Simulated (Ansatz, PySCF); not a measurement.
Spin states of HORe (SMILES [OH][Re]), each relaxed with B3LYP-D3(BJ)/def2-TZVP.
State 1 (charge 0, multiplicity 5):
```xyz
3

Re    -0.9556    -0.6629    -0.8290
O      0.4434    -0.1226     0.2996
H      0.4790     0.8328     0.4591
```
State 2 (charge 0, multiplicity 7):
```xyz
3

Re    -1.0412    -0.7959    -0.9120
O      0.3805    -0.0170     0.2669
H      0.6275     0.8602     0.5747
```

Singlets are restricted, other states unrestricted; no spin–orbit coupling, no relativity up to Kr; see below for the cores. The largest T1 diagnostic is 0.051.

Correlated levels freeze the inner cores; with def2 sets outer-core shells near the valence are correlated too.

Codes used: Ansatz (Gaussian orbitals); PySCF for the dispersion terms. Each number belongs to the level named beside it. In def2 rows elements past Kr take small-core potentials, without spin–orbit coupling.

```json
[
 {"level": "SVWN5/def2-TZVPP", "energy of the multiplicity-7 state less that of the multiplicity-5 state (kJ/mol)": "88.6"},
 {"level": "BLYP/def2-TZVPP", "energy of the multiplicity-7 state less that of the multiplicity-5 state (kJ/mol)": "95.3"},
 {"level": "B97M-V/def2-TZVPP", "energy of the multiplicity-7 state less that of the multiplicity-5 state (kJ/mol)": "36.8"},
 {"level": "BHLYP-D3(BJ)/def2-TZVPP", "energy of the multiplicity-7 state less that of the multiplicity-5 state (kJ/mol)": "52.8"},
 {"level": "CAM-B3LYP/def2-TZVPP", "energy of the multiplicity-7 state less that of the multiplicity-5 state (kJ/mol)": "67.7"},
 {"level": "CAM-B3LYP-D3(BJ)/def2-TZVPP", "energy of the multiplicity-7 state less that of the multiplicity-5 state (kJ/mol)": "67.6"},
 {"level": "B2PLYP/def2-TZVPP", "energy of the multiplicity-7 state less that of the multiplicity-5 state (kJ/mol)": "66.6"},
 {"level": "CCSD/def2-SVP", "energy of the multiplicity-7 state less that of the multiplicity-5 state (kJ/mol)": "27.3"},
 {"level": "CCSD(T)/def2-SVP", "energy of the multiplicity-7 state less that of the multiplicity-5 state (kJ/mol)": "___"}
]
```

Q: What belongs in the gaps?

A: 
- CCSD(T)/def2-SVP, energy of the multiplicity-7 state less that of the multiplicity-5 state (kJ/mol): 37.7

Doubts at one or more of the structures used: a spin-contaminated determinant (CCSD/def2-SVP, CCSD(T)/def2-SVP).

Ansatz is a quantum-chemistry and plane-wave program.
